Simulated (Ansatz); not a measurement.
Ansatz (a program for electronic structure) input (B3LYP-D3(BJ)/def2-TZVP):

Ansatz 0.2 input:
```yaml
crystal:
  periodic: [false, false, false]
  atoms:
    - {symbol: C, position_ang: [-0.27708972, 0.37655482, -0.29968344]}
    - {symbol: S, position_ang: [1.30323566, -0.02033897, 0.07584415]}
    - {symbol: H, position_ang: [-0.95411032, -0.34736306, 0.27481464]}
basis:
  gaussian:
    orbitals: def2-TZVP
hamiltonian:
  xc: b3lyp
  dispersion: d3bj
total_charge: -1
relax: {f_tol: 0.002, max_steps: 150}
```

Output:

```
Functional definition: B3LYP
integrals: 0.01 GiB planned
495 factors; their error is unknown
mean field: 0.15 GiB planned
mean field evaluation 1: about -11886.4756 eV, gradient 2.4e1 eV
mean field evaluation 2: about -11882.4228 eV, gradient 4.4e1 eV
mean field evaluation 4: about -11888.0233 eV, gradient 1.7e0 eV
mean field evaluation 8: about -11888.0460 eV, gradient 2.9e-2 eV
mean field evaluation 16: about -11888.0460 eV, gradient 5.7e-6 eV
mean field -11888.04597465 eV, -436.8776315616 hartree, gradient 5.7e-6 eV, S^2 0.000000; 0 other end points of the search recorded, 0 dependent functions left out
the calculation of the forces begins
reference -11888.04614421 eV, -436.8776377925 hartree; 12, 12 occupied and 62, 62 virtual orbitals, 495 factors
relax step   1: F+E_penalty+E_count = -11888.11368757 eV  Δ(F+E_penalty+E_count) = +0.000e0 eV  max|allowed force component| = 5.386e-1 eV/Å  Δτ_max = 0.0000 Å  (28 SCF iters, accepted)
these checks for a lower state are left out or cut short: starts, cluster_reference, orbital_swaps, neighbouring_geometries, increment
integrals: 0.01 GiB planned
495 factors; their error is unknown
mean field: 0.15 GiB planned
mean field -11888.05155487 eV, -436.8778366308 hartree, gradient 2.6e-5 eV, S^2 0.000000; 0 other end points of the search recorded, 0 dependent functions left out
the calculation of the forces begins
reference -11888.05172389 eV, -436.8778428423 hartree; 12, 12 occupied and 62, 62 virtual orbitals, 495 factors
relax step   2: F+E_penalty+E_count = -11888.11929435 eV  Δ(F+E_penalty+E_count) = -5.607e-3 eV  max|allowed force component| = 3.035e-1 eV/Å  Δτ_max = 0.0111 Å  (33 SCF iters, accepted)
these checks for a lower state are left out or cut short: starts, cluster_reference, orbital_swaps, neighbouring_geometries, increment
integrals: 0.01 GiB planned
495 factors; their error is unknown
mean field: 0.15 GiB planned
mean field evaluation 32: about -11888.0533 eV, gradient 2.6e-5 eV
mean field -11888.05331845 eV, -436.8779014410 hartree, gradient 2.6e-5 eV, S^2 0.000000; 0 other end points of the search recorded, 0 dependent functions left out
the calculation of the forces begins
reference -11888.05348718 eV, -436.8779076416 hartree; 12, 12 occupied and 62, 62 virtual orbitals, 495 factors
relax step   3: F+E_penalty+E_count = -11888.12105769 eV  Δ(F+E_penalty+E_count) = -1.763e-3 eV  max|allowed force component| = 2.124e-2 eV/Å  Δτ_max = 0.0066 Å  (33 SCF iters, accepted)
these checks for a lower state are left out or cut short: starts, cluster_reference, orbital_swaps, neighbouring_geometries, increment
integrals: 0.01 GiB planned
495 factors; their error is unknown
mean field: 0.15 GiB planned
mean field -11888.05333661 eV, -436.8779021085 hartree, gradient 2.6e-5 eV, S^2 0.000000; 0 other end points of the search recorded, 0 dependent functions left out
the calculation of the forces begins
reference -11888.05350531 eV, -436.8779083082 hartree; 12, 12 occupied and 62, 62 virtual orbitals, 495 factors
relax step   4: F+E_penalty+E_count = -11888.12108001 eV  Δ(F+E_penalty+E_count) = -2.232e-5 eV  max|allowed force component| = 3.282e-3 eV/Å  Δτ_max = 0.0009 Å  (33 SCF iters, accepted)
these checks for a lower state are left out or cut short: starts, cluster_reference, orbital_swaps, neighbouring_geometries, increment
integrals: 0.01 GiB planned
495 factors; their error is unknown
mean field: 0.15 GiB planned
mean field -11888.05333726 eV, -436.8779021323 hartree, gradient 2.6e-5 eV, S^2 0.000000; 0 other end points of the search recorded, 0 dependent functions left out
the calculation of the forces begins
reference -11888.05350597 eV, -436.8779083322 hartree; 12, 12 occupied and 62, 62 virtual orbitals, 495 factors
relax step   5: F+E_penalty+E_count = -11888.12108027 eV  Δ(F+E_penalty+E_count) = -2.662e-7 eV  max|allowed force component| = 3.057e-4 eV/Å  Δτ_max = 0.0001 Å  (34 SCF iters, accepted)
integrals: 0.01 GiB planned
495 factors; their error is unknown
mean field: 0.15 GiB planned
mean field evaluation 64: about -11888.0533 eV, gradient 1.1e-2 eV
mean field -11888.05333726 eV, -436.8779021323 hartree, gradient 2.6e-5 eV, S^2 0.000000; 1 other end points of the search recorded, 0 dependent functions left out
the calculation of the forces begins
reference -11888.05350597 eV, -436.8779083322 hartree; 12, 12 occupied and 62, 62 virtual orbitals, 495 factors
Total energy: -11888.12124898 eV, -436.8803978420 hartree
Atom 0 at    -0.289917     0.376571    -0.300095 Å, force    -0.000306     0.000027    -0.000032 eV/Å
Atom 1 at     1.299107    -0.025120     0.079649 Å, force     0.000166    -0.000083     0.000073 eV/Å
Atom 2 at    -0.937155    -0.342598     0.271421 Å, force     0.000140     0.000055    -0.000041 eV/Å
Dipole moment:     0.247348    -0.289736     0.246016 e Å
```

It need not be the lowest isomer of its formula. Whether it binds its extra electron was not tested at this geometry.
